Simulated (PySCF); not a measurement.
Calculated properties of `C=C/[C]=C/N([SiH3])[SiH3]` [radical]

Compound: C4H10NSi2 (doublet state).
Cartesian coordinates in Å at the PBE0-D3(BJ)/def2-SVP level; atoms count from 1:
```xyz
17
C4H10NSi2 angstrom
C      2.9070   -0.5232   -1.4838
C      2.2718   -0.9709   -0.3295
C      1.3004   -0.3011    0.3440
C      0.4174    0.3834    1.0381
N     -0.9816    0.3321    0.8825
Si    -1.9646    1.4571    1.8074
Si    -1.5861   -0.7891   -0.3378
H      3.6729   -1.1322   -1.9680
H      2.6503    0.4409   -1.9283
H      2.5703   -1.9533    0.0650
H      0.7801    1.0579    1.8311
H     -1.8426    2.8627    1.3082
H     -3.3830    1.0171    1.7000
H     -1.5164    1.4410    3.2334
H     -1.1553   -2.1824   -0.0187
H     -3.0733   -0.6886   -0.3076
H     -1.0812   -0.4272   -1.6963
```

**PBE0-D3(BJ)/def2-SVP geometry optimisation, gas phase (PySCF)**

* Point group: C1
* Rotational constants A, B, C: 3.269, 0.888, 0.742 GHz
* Dipole moment: 0.15 D

**UKS B3LYP, IGLO-III on C N Si, pcH-1 on H, non-relativistic, mean-field spin-orbit, GIAO (PySCF)**

* Isotropic g value: 2.00253
* Principal g values: 2.00221, 2.00255, 2.00283
* Spin squared ⟨S²⟩: 0.779
* Largest Mulliken spin population: 0.72 on C1
* Largest isotropic hyperfine couplings (means over sets of like nuclei): 1H +84.5 (H11), 13C +59.0 (C1), 13C +49.8 (C3), 13C -48.7 (C2), 1H -44.3 (H8) MHz

Monoisotopic mass (most abundant isotopes): 128.0352 u.

The rotational constants make it an asymmetric top with κ = (2B − A − C)/(A − C) = -0.88, nearer the prolate limit (−1). A dipole of 0.15 D is allowed in C1, and pure rotational transitions are dipole-allowed. With B = h/(8π²I), that is 505.379 GHz u Å² over I, the principal moments of inertia are 154.6, 568.9 and 680.7 u Å² (most abundant isotopes); the inertial defect Ic − Ia − Ib is -42.8 u Å² (zero for a rigid planar frame, negative otherwise). At 9.50 GHz, hν = g·μB·B₀ (B₀ the magnetic field) puts the centre of the isotropic spectrum, to first order, at 338.9 mT. The dipole equals about 0.5 × 10⁻³⁰ C·m (1 D = 3.33564 × 10⁻³⁰ C·m). g_iso is shifted by about +210 ppm from the free-electron value 2.002319; the principal values span 0.0006. ⟨S²⟩ is 0.029 above the pure-spin value S(S + 1) = 0.75.

Couplings of like nuclei are plain means over topologically equivalent atoms, as if these changed places fast (by rotation of a methyl-like group, say); in this geometry the members of some sets differ.

One conformer stands for the species.
